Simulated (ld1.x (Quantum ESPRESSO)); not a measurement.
Configuration tests for potassium (TM semilocal)

- Element: potassium (K)
- Generator: ld1.x (Quantum ESPRESSO) 7.5
- Type: norm-conserving Troullier–Martins (semilocal form)
- Functional: PBE
- Relativity: scalar-relativistic
- Frozen core: [Ar]
- Valence charge: 1
- Reference configuration: 3d0.5 4s0.5 4p0
- Partial waves: 4s (bound): rc 4.20 bohr; 4p (bound, empty): rc 3.20 bohr; 3d (bound): rc 4.20 bohr
- Local potential: the d channel
- Core correction: none

Energies are relative to the spin-unpolarised reference configuration 3d0.5 4s0.5 4p0; without spin polarisation the order of configurations can differ from experiment.

| valence configuration | charge | ΔE all-electron (eV) | error AE − PS (meV) |
| --- | --- | --- | --- |
| 3d0 4s1 4p0 | 0 | -1.218 | +9.8 |
| 3d0 4s0.5 4p0 | +0.5 | 0.424 | +8.9 |
| 3d0 4s0 4p1 | 0 | 0.335 | +48 |

What are ΔE and the potential's error for 3d1 4s0 4p0?

ΔE = 1.239 eV all-electron; the error (AE − PS) is +38 meV.

Levels in the configuration 3d1 4s0 4p0:

| level | all-electron (eV) | pseudo (eV) |
| --- | --- | --- |
| 3d | -0.627 | -0.622 |
